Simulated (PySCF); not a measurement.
Molecule: SMILES C=CC(=C)C[SiH3], C$_{5}$H$_{10}$Si.

Molfile (atoms numbered from 1):
```
C5H10Si
     RDKit          3D

 16 15  0  0  0  0  0  0  0  0999 V2000
    0.9819   -0.8687    1.8612 C   0  0  0  0  0  0  0  0  0  0  0  0
    0.6957    0.4005    1.5423 C   0  0  0  0  0  0  0  0  0  0  0  0
    0.1801    0.8840    0.2573 C   0  0  0  0  0  0  0  0  0  0  0  0
   -0.0364    2.2025    0.0930 C   0  0  0  0  0  0  0  0  0  0  0  0
   -0.1237   -0.1061   -0.8308 C   0  0  0  0  0  0  0  0  0  0  0  0
   -1.8165   -0.9403   -0.6423 Si  0  0  0  0  0  4  0  0  0  0  0  0
    1.3685   -1.1255    2.8500 H   0  0  0  0  0  0  0  0  0  0  0  0
    0.8422   -1.6955    1.1601 H   0  0  0  0  0  0  0  0  0  0  0  0
    0.8592    1.1794    2.2954 H   0  0  0  0  0  0  0  0  0  0  0  0
   -0.4163    2.6072   -0.8485 H   0  0  0  0  0  0  0  0  0  0  0  0
    0.1606    2.9112    0.9015 H   0  0  0  0  0  0  0  0  0  0  0  0
   -0.1318    0.3965   -1.8107 H   0  0  0  0  0  0  0  0  0  0  0  0
    0.6504   -0.8889   -0.8860 H   0  0  0  0  0  0  0  0  0  0  0  0
   -2.8876    0.1011   -0.6333 H   0  0  0  0  0  0  0  0  0  0  0  0
   -1.9079   -1.7394    0.6156 H   0  0  0  0  0  0  0  0  0  0  0  0
   -2.0437   -1.8550   -1.8046 H   0  0  0  0  0  0  0  0  0  0  0  0
  1  2  2  0
  2  3  1  0
  3  4  2  0
  3  5  1  0
  5  6  1  0
  1  7  1  0
  1  8  1  0
  2  9  1  0
  4 10  1  0
  4 11  1  0
  5 12  1  0
  5 13  1  0
  6 14  1  0
  6 15  1  0
  6 16  1  0
M  END
```

Geometry PBE0-D3(BJ)/def2-SVP throughout; GIAO in PySCF 2.14.0 with density-fitted response routines, gas phase, one conformer, non-relativistic; equivalent atoms averaged; basis pcSseg-1.

(1) How do the shifts δ (against TMS at the same level) depend on the functional? (a selection of nuclei; ppm; last column core-seconds on shared hosts with different chips, so compare them loosely; the GGAs took longer than the global hybrids here, which isn't the general rule, and the cause wasn't traced)

(2) Which nucleus among those listed moves most, in ppm?

Answers

(1) 
```
functional                    kind     C3     C1    C5    Si6    H9    H7   H11  H14/H15/H16  H12/H13  core-s
        HF            Hartree–Fock  150.8  122.7  11.4  -52.1  6.43  5.41  5.22         3.72     1.62       9
       LDA                     LDA  157.8  125.5  15.9  -66.7  6.47  5.49  5.29         4.21     2.01      20
       PBE                     GGA  150.9  119.4  15.7  -63.0  6.35  5.35  5.19         4.04     1.94      28
      BLYP                     GGA  152.7  118.8  16.6  -63.8  6.24  5.22  5.07         3.93     1.89      28
      BP86                     GGA  151.0  119.3  15.8  -62.0  6.34  5.34  5.19         4.04     1.94      29
      OPBE                     GGA  142.3  115.0  14.5  -58.4  6.41  5.42  5.28         3.97     1.97      29
       KT2                     GGA  142.5  111.5  14.7  -62.0  6.12  5.18  5.02         4.00     1.91      23
       KT3                     GGA  139.8  109.8  15.0  -59.8  6.11  5.14  5.01         3.83     1.88      22
     B97-D                     GGA  146.3  115.1  15.7  -59.1  6.24  5.24  5.10         3.89     1.88      24
     B3LYP           global hybrid  153.5  121.1  15.4  -60.9  6.30  5.29  5.12         3.88     1.83      16
      PBE0           global hybrid  151.5  121.8  14.3  -59.4  6.41  5.43  5.25         3.95     1.86      15
  mPW1PW91           global hybrid  151.4  121.8  14.3  -58.4  6.39  5.41  5.23         3.92     1.84      16
      WP04           global hybrid  151.3  119.8  16.4  -54.3  6.03  5.08  4.96         3.34     1.72      18
     B97-2           global hybrid  148.2  118.7  14.5  -57.5  6.34  5.35  5.19         3.87     1.84      17
 BHandHLYP           global hybrid  153.6  123.0  13.9  -57.2  6.34  5.35  5.16         3.79     1.74      17
 CAM-B3LYP  range-separated hybrid  155.6  124.2  14.3  -60.6  6.36  5.38  5.18         3.87     1.75      24
   wB97X-D  range-separated hybrid  152.2  122.7  13.7  -57.9  6.39  5.43  5.24         3.92     1.77      23
   LC-wPBE  range-separated hybrid  154.4  127.2  12.5  -57.7  6.50  5.58  5.35         3.86     1.71      32
```

(2) C3 (fully substituted alkene carbon): from 139.8 ppm with KT3 to 157.8 ppm with LDA. The smallest spread is 0.38 ppm, at H12/H13. Proton shifts span only some 12 ppm, so a few tenths of a ppm matter as much there as several ppm in carbon.
